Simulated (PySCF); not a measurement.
Geometries of 4 isomers of C5H8O2, from PBE0-D3(BJ)/def2-SVP geometry optimisation, gas phase in PySCF 2.14.0. One conformer each, no zero-point energy, no frequencies.

Question: Which isomer lies lowest at this level?
A.
```xyz
15
angstrom
C     -1.720   -0.364   -0.569
O     -2.182   -1.524    0.115
C     -1.166   -1.401    1.104
C     -0.593   -0.147    0.442
C      0.877    0.005    0.049
O      0.998    1.228    0.766
C     -0.362    1.171    1.183
H     -1.389   -0.582   -1.601
H     -2.479    0.439   -0.604
H     -0.486   -2.273    1.125
H     -1.577   -1.250    2.119
H      1.550   -0.782    0.436
H      1.063    0.127   -1.034
H     -0.469    1.116    2.282
H     -0.957    2.026    0.813
```
B.
```xyz
15
angstrom
C     -2.247    0.104    0.173
C     -1.042   -0.609   -0.373
O     -0.954   -1.810   -0.446
C      0.128    0.286   -0.773
C      0.977    0.478    0.480
C      2.051   -0.549    0.700
O      0.737    1.370    1.257
H     -2.739    0.667   -0.636
H     -1.929    0.842    0.926
H     -2.953   -0.617    0.603
H     -0.222    1.273   -1.103
H      0.693   -0.221   -1.565
H      2.840   -0.425   -0.059
H      2.483   -0.440    1.702
H      1.631   -1.558    0.560
```
C.
```xyz
15
angstrom
C     -1.981    0.490    0.119
C     -0.506    0.667    0.182
C      0.436   -0.293    0.128
C      0.201   -1.764   -0.004
C      1.872    0.081    0.211
O      2.773   -0.723    0.199
O      2.105    1.401    0.300
H     -2.401    1.068   -0.721
H     -2.454    0.891    1.031
H     -2.291   -0.556    0.004
H     -0.152    1.698    0.286
H      0.642   -2.303    0.849
H      0.704   -2.155   -0.902
H     -0.865   -2.012   -0.063
H      3.068    1.493    0.346
```
D.
```xyz
15
angstrom
C     -1.988    0.446    0.325
C     -1.025   -0.017   -0.758
C      0.242   -0.603   -0.170
O      1.208   -1.024   -1.143
C      2.230   -0.152   -0.669
C      1.267    0.384    0.380
O      1.282    1.228    1.222
H     -2.317   -0.396    0.954
H     -2.886    0.905   -0.114
H     -1.515    1.189    0.984
H     -1.486   -0.785   -1.400
H     -0.752    0.820   -1.422
H      0.002   -1.415    0.545
H      2.567    0.586   -1.420
H      3.112   -0.680   -0.264
```

Answer: C. That is tiglic acid (`C(=O)(O)/C(C)=C/C`), 7.6 kcal/mol below the next.

| SMILES | atoms numbered as above | E (Eh) | relative (kcal/mol) | relative (kJ/mol) | dipole (D) |
| --- | --- | --- | --- | --- | --- |
| C/C=C(\C)C(=O)O | [CH3:1]/[CH:2]=[C:3](\[CH3:4])[C:5](=[O:6])[OH:7] | -345.16850 | 0.0 | 0.0 | 2.23 |
| CC(=O)CC(C)=O | [CH3:1][C:2](=[O:3])[CH2:4][C:5]([CH3:6])=[O:7] | -345.15645 | 7.6 | 31.6 | 1.51 |
| CC[C@H]1OCC1=O | [CH3:1][CH2:2][C@H:3]1[O:4][CH2:5][C:6]1=[O:7] | -345.11648 | 32.6 | 136.6 | 0.83 |
| C1OCC12COC2 | [CH2:1]1[O:2][CH2:3][C:4]12[CH2:5][O:6][CH2:7]2 | -345.07106 | 61.1 | 255.8 | 0.00 |

As drawn, the lowest has a C=O bond, an O–H bond and a C(=O)–O unit, which the highest lacks; the highest has a four-membered ring and a quaternary carbon, which the lowest lacks.
